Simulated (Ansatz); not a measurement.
`C[S][Ga]([F])[F]` + CH₃NH₂ → `C[NH][Ga]([F])[F]` + CH₃SH at 700 K and 1 bar (ligand exchange at a Ga–S bond).

Computed with Ansatz on PBE0-D4/def2-TZVP structures; ΔE is electronic, products minus reactants. CCSD(T)/CBS adds triple-zeta CCSD(T) − MP2 to the extrapolated MP2 energy (def2 sets, frozen cores). This one scheme is used for every species. For Ga outer-core shells are correlated without core-valence functions, which leaves a few kJ/mol of doubt a bond. Scalar relativity is left out up to krypton. One conformer a species, not always the lowest.

```
            species  CCSD(T)/CBS energy (Eh)  H − E (kJ/mol)  S (J/(mol·K))
 `C[S][Ga]([F])[F]`              -2561.27813           185.6          484.2
             CH₃NH₂                -95.75281           207.6          296.6
`C[NH][Ga]([F])[F]`              -2218.78622           225.7          463.8
              CH₃SH               -438.22835           160.2          309.0
```

H − E and S are ideal-gas, rigid-rotor, harmonic terms from PBE0-D4/def2-TZVP, for one conformer and one mirror image of each species. 1 Eh = 2625.50 kJ/mol, R = 8.31446 J/(mol·K).

Q: By hand: ΔE, ΔH, ΔS and ΔG.

A: ΔE = (-2218.78622) + (-438.22835) − (-2561.27813) − (-95.75281) = 0.01637 Eh = 43.0 kJ/mol. Δ(H − E) = 225.7 + 160.2 − 185.6 − 207.6 = -7.3, so ΔH = 35.7 kJ/mol. ΔS = 463.8 + 309.0 − 484.2 − 296.6 = -8.0 J/(mol·K). ΔG = 35.7 − 700 × (-8.0)/1000 = 41.3 kJ/mol.

Q: By hand: the equilibrium constant, and the temperature at which ΔG would vanish if ΔH and ΔS stayed fixed.

A: log₁₀ K = −ΔG/(RT ln 10) = -3.1. ΔH and −TΔS have one sign here, so there is no such temperature.

The number of gas molecules stays the same, so ΔS is small and ΔH decides. A doubt of 5 kJ/mol in ΔE shifts log₁₀ K by 0.4 here. Other conformers and mirror images would add mixing entropy, several J/(mol·K) or more a flexible species. Modes under 60 cm⁻¹, often nearly free rotors, make the harmonic entropy too high. These are equilibria of isolated gas molecules and say nothing of rates. Largest T1 diagnostic: 0.014 (customary marks: 0.02 for closed shells, 0.045 for open ones).

ΔS is within the doubt of such terms, so its sign, and with it that verdict, could turn.
